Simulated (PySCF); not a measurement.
**Complete the spectrum of C2H10OSi3**

Species: C2H10OSi3.
SMILES with atom numbers: `[SiH3:1][SiH2:2][C@@H:3]1[CH2:4][O:5][SiH2:6]1` (hydrogens: H7, H8, H9 on Si1; H10, H11 on Si2; H12 on C3; H13, H14 on C4; H15, H16 on Si6)

Geometry (GFN2-xTB, Å), atoms numbered from 1 in this order:
```xyz
16
C2H10OSi3 angstrom
Si     2.3106   -0.0263   -0.5622
Si     0.8165   -0.8434    0.9978
C     -0.9709   -0.3258    0.6270
C     -1.4204   -0.5233   -0.8256
O     -1.7377    0.8216   -1.1878
Si    -1.4183    1.5017    0.2874
H      2.1196   -0.6042   -1.8980
H      3.6956   -0.3378   -0.1939
H      2.2479    1.4294   -0.7231
H      1.0886   -0.4003    2.3756
H      0.8268   -2.3184    1.0547
H     -1.6526   -0.8128    1.3235
H     -0.6453   -0.8949   -1.5010
H     -2.3101   -1.1464   -0.9384
H     -2.6234    2.0159    0.9306
H     -0.3345    2.4739    0.2219
```

Computed, not measured: PySCF, TDDFT CAM-B3LYP/def2-SVPD, vertical, gas phase, core orbitals frozen in the response. GFN2-xTB frequencies show an imaginary mode (39i cm⁻¹), so this geometry is no minimum at that level.

Orbital energies (eV): HOMO-3 -10.20, HOMO-2 -9.85, HOMO-1 -9.51, HOMO -9.25, LUMO 0.44, LUMO+1 0.85, LUMO+2 1.12.

Lowest singlets, with some entries withheld (?).

```json
{"state": "S1", "λ (nm)": "197.5", "f": "0.0021", "main configurations (H = HOMO, L = LUMO)": "H→L (84%)"}
{"state": "S2", "λ (nm)": "187.6", "f": "0.029", "main configurations (H = HOMO, L = LUMO)": "H-1→L (82%)"}
{"state": "S3", "λ (nm)": "175.7", "f": "0.0062", "main configurations (H = HOMO, L = LUMO)": "H→L+1 (79%)"}
{"state": "S4", "λ (nm)": "?", "f": "?", "main configurations (H = HOMO, L = LUMO)": "?"}
{"state": "S5", "λ (nm)": "169.3", "f": "0.026", "main configurations (H = HOMO, L = LUMO)": "H-3→L (78%)"}
{"state": "S6", "λ (nm)": "166.1", "f": "0.042", "main configurations (H = HOMO, L = LUMO)": "H-2→L+1 (44%), H-2→L (23%), H-1→L+1 (12%)"}
{"state": "S7", "λ (nm)": "?", "f": "?", "main configurations (H = HOMO, L = LUMO)": "?"}
{"state": "S8", "λ (nm)": "162.3", "f": "0.0049", "main configurations (H = HOMO, L = LUMO)": "H-2→L (30%), H→L+3 (23%), H-2→L+3 (18%)"}
```

What stands in place of each question mark?

- S4: λ = 171.6 nm; f = 0.0056; H-1→L+1 (68%)
- S7: λ = 164.2 nm; f = 0.012; H-2→L+3 (39%), H-2→L (15%), H-2→L+2 (9%)

How far apart are S5 and S8, in eV and cm⁻¹?

7.640 − 7.323 = 0.317 eV, or about 2560 cm⁻¹.

What is the mean static polarisability from the same response equations?

104.5 au (15.49 Å³), with principal values 94.7, 102.5 and 116.4 au.

Where do the lowest triplets lie (Tamm–Dancoff)?

T1 5.96 eV, H→L (85%); T2 6.12 eV, H-1→L (80%); T3 6.48 eV, H-2→L+1 (56%), H-1→L+1 (12%). E(S1) − E(T1) = +0.32 eV.

The run took 60 s (with the writing of density and orbital grids) on an Arm Neoverse V1 with one thread, on a shared host, and the process peaked at 0.98 GiB of memory.

One conformer stands for the species.
